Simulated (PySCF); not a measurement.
## Deuteron quadrupole couplings in `COC[SiH2]O[C@H](C)C#N`

Compound: C5H11NO2Si.
SMILES with atom numbers: `[CH3:1][O:2][CH2:3][SiH2:4][O:5][C@H:6]([CH3:7])[C:8]#[N:9]` (hydrogens: H10, H11, H12 on C1; H13, H14 on C3; H15, H16 on Si4; H17 on C6; H18, H19, H20 on C7)

Structure used (GFN2-xTB), in Å, numbered top down from 1:
```
atom  x, y, z in Å
C1    -2.281   -1.524    0.212
O2    -1.447   -0.440    0.529
C3    -1.751    0.739   -0.203
Si4   -0.328    1.924    0.257
O5     1.086    1.270   -0.201
C6     1.520   -0.064   -0.077
C7     3.046   -0.109   -0.185
C8     0.924   -0.881   -1.121
N9     0.462   -1.505   -1.959
H10   -2.157   -1.814   -0.838
H11   -1.983   -2.351    0.854
H12   -3.334   -1.277    0.394
H13   -1.765    0.515   -1.279
H14   -2.751    1.101    0.066
H15   -0.362    2.102    1.710
H16   -0.312    3.149   -0.526
H17    1.191   -0.481    0.886
H18    3.397   -1.136   -0.120
H19    3.358    0.319   -1.134
H20    3.480    0.474    0.623
```

Level: PBE0/pcSseg-1 (PySCF, non-relativistic); Q(2H) = 0.00286 b; rigid geometry, the same for H and D, with no vibrational averaging.

Question: Rank these positions by the coupling χzz of a deuteron there, largest first.
A. H17 (methine hydrogen)
B. H18 (methyl hydrogen)
C. H15 (Si–H hydrogen)
D. H12 (methyl hydrogen)
E. H16 (Si–H hydrogen)

Answer: B (209 kHz), D (195 kHz), A (184 kHz), E (112 kHz), C (106 kHz).

Question: Tabulate Vzz, the asymmetry η and χzz = 234.96 MHz × Q × Vzz for every hydrogen position.

Answer: 
| atom | bonded to | bond length (Å) | Vzz (au) | η | χzz (kHz) |
| --- | --- | --- | --- | --- | --- |
| H10 | C1 | 1.097 | 0.2858 | 0.08 | 192 |
| H11 | C1 | 1.089 | 0.3064 | 0.07 | 206 |
| H12 | C1 | 1.097 | 0.2906 | 0.08 | 195 |
| H13 | C3 | 1.099 | 0.2882 | 0.09 | 194 |
| H14 | C3 | 1.097 | 0.2958 | 0.08 | 199 |
| H15 | Si4 | 1.465 | 0.1584 | 0.04 | 106 |
| H16 | Si4 | 1.454 | 0.1668 | 0.01 | 112 |
| H17 | C6 | 1.100 | 0.2745 | 0.08 | 184 |
| H18 | C7 | 1.087 | 0.3117 | 0.04 | 209 |
| H19 | C7 | 1.088 | 0.3101 | 0.04 | 208 |
| H20 | C7 | 1.087 | 0.3136 | 0.03 | 211 |

Question: Average by the element that carries the hydrogen.

Answer: on C: 200 kHz over 9 positions, mean bond length 1.093 Å; on Si: 109 kHz over 2 positions, mean bond length 1.459 Å.

Question: How does χzz go with the bond length over the 9 C–H bonds?

Answer: A straight-line fit has a slope of -15.9 kHz for each 0.01 Å, with a correlation coefficient of -0.95, over lengths from 1.087 to 1.100 Å. The longer bonds have the smaller couplings here.

Question: Give the 2H NMR doublet splittings at H10 for a magnetic field along the z, y and x axes of the gradient: 3χ/2, 3χ(1 + η)/4, 3χ(1 − η)/4.

Answer: With |χ| = 192.1 kHz and η = 0.082: 288, 156 and 132 kHz, to first order and without motion.

The structure is a single GFN2-xTB conformer in the gas phase; no vibrational or solvent corrections. GFN2-xTB bond lengths can be off by several hundredths of an ångström, more for odd bonds, and the gradients follow them. The small basis limits the accuracy of the gradients.

These values come from a run that also computed NMR shieldings. Hardware: an Arm Neoverse V2 with one thread, shared host with 32 logical CPUs at a one-minute load of 37. Cost: 36 s of wall time, 1.0 GiB resident at most.
